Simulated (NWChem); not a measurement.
# SnF₄, triplet; SMILES of the neutral closed-shell parent [F][Sn]([F])([F])[F]

```xyz
5

F      0.8965     1.0960    -1.0661
Sn    -0.0628    -0.1778     0.2692
F     -1.7030    -0.4278    -0.7173
F      1.1163    -1.6638    -0.1605
F      0.0391     1.9833     0.4485
```
Atoms are numbered in this order, from 1.

Results from NWChem. Spin-unrestricted. Medium grid unless said otherwise, to which SCAN and Minnesota functionals are sensitive. Geometry: optimised at PBE0/def2-SVP, spin-unrestricted. The spin multiplicity was typed, not searched, and may not be the lowest. No stability test was run on the SCF state. def2 effective core potentials on Sn; no spin-orbit coupling. Total energies of different functionals are on different scales.

```tsv
level	energy (Ha)	highest occupied level (eV)	lowest empty minus highest occupied level, either spin (eV)	dipole (D)	<S²>
B3LYP/def2-SVP	-613.3652	-8.27	1.61	2.73	2.01
BHandHLYP/def2-SVP	-613.0631	-9.89	5.14	3.23	2.02
M06/def2-SVP	-613.2507	…	…	…	2.01
```

Some entries are withheld; supply them.


- M06/def2-SVP, highest occupied level (eV): -8.40
- M06/def2-SVP, lowest empty minus highest occupied level, either spin (eV): 1.77
- M06/def2-SVP, dipole (D): 2.95
